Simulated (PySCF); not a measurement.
## Correlation energy of Gd⁺ (gadolinium, charge +1)

[Xe] 4f8 5d1, one real determinant (an excited configuration). Computed with PySCF 2.14 in ANO-RCC-VTZP, with scalar relativity by spin-free X2C-1e. Frozen: [Ar] 3d10; 35 electrons correlated.

MP2 pair energies summed by pair of shells (mhartree):

```json
{"pair": "4d-4f", "energy": "-255.27", "share (%)": "19.8"}
{"pair": "4f-4f", "energy": "-214.64", "share (%)": "16.7"}
{"pair": "4f-5p", "energy": "-198.57", "share (%)": "15.4"}
{"pair": "5p-5p", "energy": "-117.14", "share (%)": "9.1"}
{"pair": "4d-4d", "energy": "-115.74", "share (%)": "9.0"}
{"pair": "4d-5p", "energy": "-78.35", "share (%)": "6.1"}
{"pair": "4p-4d", "energy": "-52.26", "share (%)": "4.1"}
{"pair": "4f-5s", "energy": "-46.18", "share (%)": "3.6"}
{"pair": "4p-4f", "energy": "-45.26", "share (%)": "3.5"}
{"pair": "5s-5p", "energy": "-35.64", "share (%)": "2.8"}
{"pair": "4d-5s", "energy": "-25.78", "share (%)": "2.0"}
{"pair": "5p-5d", "energy": "-24.38", "share (%)": "1.9"}
{"pair": "4f-5d", "energy": "-13.55", "share (%)": "1.1"}
{"pair": "4p-4p", "energy": "-12.54", "share (%)": "1.0"}
{"pair": "4s-4f", "energy": "-9.53", "share (%)": "0.7"}
{"pair": "4s-4d", "energy": "-9.34", "share (%)": "0.7"}
{"pair": "4p-5p", "energy": "-8.22", "share (%)": "0.6"}
{"pair": "5s-5s", "energy": "-6.26", "share (%)": "0.5"}
{"pair": "4s-4p", "energy": "-6.05", "share (%)": "0.5"}
{"pair": "4p-5s", "energy": "-4.38", "share (%)": "0.3"}
{"pair": "4d-5d", "energy": "-3.48", "share (%)": "0.3"}
{"pair": "5s-5d", "energy": "-3.34", "share (%)": "0.3"}
{"pair": "4s-4s", "energy": "-1.04", "share (%)": "0.1"}
{"pair": "4s-5p", "energy": "-0.94", "share (%)": "0.1"}
{"pair": "4s-5s", "energy": "-0.39", "share (%)": "0.0"}
{"pair": "4p-5d", "energy": "-0.32", "share (%)": "0.0"}
{"pair": "4s-5d", "energy": "-0.04", "share (%)": "0.0"}
```

Total MP2 correlation energy: -1288.6 mhartree.

Same-spin part -525.24 and opposite-spin part -763.40 mhartree; SCS-MP2 scales them by 1/3 and 6/5 to -1091.2 mhartree.

The reference is one real determinant that mixes LS terms of this configuration.
